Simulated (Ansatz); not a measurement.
C₁₄H₁₅IO₄S⁺, that is (4-methoxyphenyl)phenyliodonium mesylate with one electron fewer. The state is a doublet with charge 1. Geometry PBE-D4/def2-SVP, that of the neutral singlet; atoms count from 1.

Cartesian coordinates in Å:
```
C -1.098 3.827 1.011
O -0.299 3.219 2.034
C -0.399 1.888 2.186
C -1.359 1.104 1.512
C -1.314 -0.289 1.603
C -0.319 -0.867 2.397
I 0.039 -2.932 2.064
C 1.337 -2.627 0.340
C 2.636 -3.147 0.393
C 3.485 -2.830 -0.681
C 3.034 -1.996 -1.720
C 1.726 -1.492 -1.714
C 0.833 -1.824 -0.676
C 0.617 -0.119 3.136
C 0.549 1.271 3.045
H -2.172 3.837 1.297
H -0.998 3.289 0.045
H -0.732 4.866 0.919
H -2.079 1.530 0.790
H -1.990 -0.865 0.951
H 2.992 -3.763 1.231
H 4.514 -3.219 -0.683
H 3.721 -1.730 -2.539
H 1.348 -0.799 -2.483
H -0.209 -1.436 -0.730
H 1.394 -0.599 3.746
H 1.266 1.906 3.585
C -2.353 0.422 -3.509
S -1.782 0.536 -1.791
O -2.658 1.590 -1.167
O -2.015 -0.861 -1.228
O -0.326 0.903 -1.852
H -2.208 1.411 -3.983
H -1.758 -0.351 -4.029
H -3.424 0.148 -3.500
```

In the def2 sets I takes a core potential; there is no spin–orbit coupling. Single mean-field runs in def2-TZVP are fitted with def2-universal-jkfit. In the doublet geometry the species has come apart into loosely held pieces.

(1) Estimate the Mulliken populations of the heavy atoms from the PBE0/def2-TZVP orbitals of Ansatz.

(2) Where does the spin sit?

(3) And the Mayer bond orders between heavy atoms (over 0.3)?

## Answers

(1) 
```
atom  charge (e)  spin (α − β)
  C1       -0.26          0.00
  O2       -0.16          0.12
  C3        0.34          0.04
  C4       -0.24          0.08
  C5       -0.26         -0.05
  C6        0.12          0.13
  I7        0.47         -0.01
  C8        0.08          0.01
  C9       -0.19          0.00
 C10       -0.10          0.01
 C11       -0.11          0.00
 C12       -0.13          0.01
 C13       -0.09          0.01
 C14       -0.18         -0.05
 C15       -0.17          0.08
 C28       -0.36          0.00
 S29        0.81         -0.11
 O30       -0.40          0.26
 O31       -0.43          0.24
 O32       -0.39          0.24
```
Mulliken values depend strongly on the basis.

(2) Summed by element: C 0.27, O 0.85, I -0.01, H 0.00, S -0.11, of 1 unpaired in all. Largest on single atoms: O30 0.26, O31 0.24, O32 0.24.

(3) C1–O2 0.90 (1.43 Å); O2–C3 1.24 (1.34 Å); C3–C4 1.24 (1.41 Å); C3–C15 1.28 (1.42 Å); C4–C5 1.43 (1.40 Å); C5–C6 1.36 (1.40 Å); C6–I7 0.99 (2.12 Å); C6–C14 1.31 (1.41 Å); I7–C8 0.91 (2.18 Å); C8–C9 1.35 (1.40 Å); C8–C13 1.39 (1.39 Å); C9–C10 1.41 (1.41 Å); C10–C11 1.41 (1.41 Å); C11–C12 1.44 (1.40 Å); C12–C13 1.41 (1.41 Å); C14–C15 1.49 (1.39 Å); C28–S29 0.92 (1.81 Å); S29–O30 1.59 (1.51 Å); S29–O31 1.52 (1.52 Å); S29–O32 1.62 (1.50 Å).
